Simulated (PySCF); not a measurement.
In vacuum, single conformer, fast rotation and ring inversion assumed for equivalent nuclei, relativity neglected. GIAO PBE0/pcSseg-1 shieldings; GFN2-xTB structure; PySCF 2.14.

δ = σ(ref) − σ, references computed at the same level: ¹H (σref 31.72), ¹³C (σref 186.93) against TMS. Shifts are as computed. Against solution values, carbons near 30 ppm lie about +3 ppm off and those near 130 ppm about +5 ppm (rms about the fit 2.1 ppm; single classes can miss by 10 ppm). Of 1328 compounds with measured shifts, 309 miss one by over three times the rms of a fit or turn the order of signals round; such compounds aren't used in these exercises. Signals without a measured value on file couldn't be tested in this way; 1H shifts scatter by 0.2 ppm about their fit, and single ones miss by 0.5 ppm.

Task: Order these molecules by the shift of their most deshielded carbon, lowest δ first.
A. C=C(C)CCC
B. O=C1C=CC(=O)C1F
C. CO[SiH2][SiH3]
D. O=c1ccocc1F

Result: C (56.5 ppm, methyl carbon bonded to O), A (152.8 ppm, fully substituted alkene carbon), D (171.2 ppm, ring carbonyl carbon), B (201.3 ppm, ketone carbonyl carbon).

Task: Order these molecules by the shift of their most shielded carbon, lowest δ first.
A. C=C(C)CCC
B. CO[SiH2][SiH3]
C. O=C1C=CC(=O)C1F
D. O=c1ccocc1F

Result: A (14.2 ppm, methyl carbon), B (56.5 ppm, methyl carbon bonded to O), C (90.9 ppm, sp3 CH bonded to F, α to a carbonyl), D (128.5 ppm, unsaturated ring CH).

Task: How many ¹³C and ¹H signals does each give (equivalence by symmetry and fast rotation, but not about amide C–N or C=N bonds)? `O=c1ccocc1F`, `O=C1C=CC(=O)C1F`, `CO[SiH2][SiH3]`, `C=C(C)CCC`

Result: O=c1ccocc1F: 5 C, 3 H; O=C1C=CC(=O)C1F: 3 C, 2 H; CO[SiH2][SiH3]: 1 C, 3 H; C=C(C)CCC: 6 C, 6 H.
